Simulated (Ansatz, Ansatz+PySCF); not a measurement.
```yaml
atoms:
  - { symbol: C, position_ang: [0.0000, 0.0000, 0.0000] }
  - { symbol: P, position_ang: [0.0000, 0.0000, 3.1200] }
```

Basis set: def2-SVP (spherical functions). Charge 0, multiplicity 2.

Computed with Ansatz (development build ahead of 0.2.0); each method stands on the lowest determinant of its kind that the runs found.

The atomization energy at this shape (free ground-state atoms in the same class of orbitals less the molecule, no zero-point energy) of doublet CP:

```json
{"method": "UHF", "atomization energy": "-0.02 eV"}
```

What does PBE0 (unrestricted) give?

0.26 eV. Caution: the shape is not the minimum; the unrestricted determinant is a mixture of spin states.
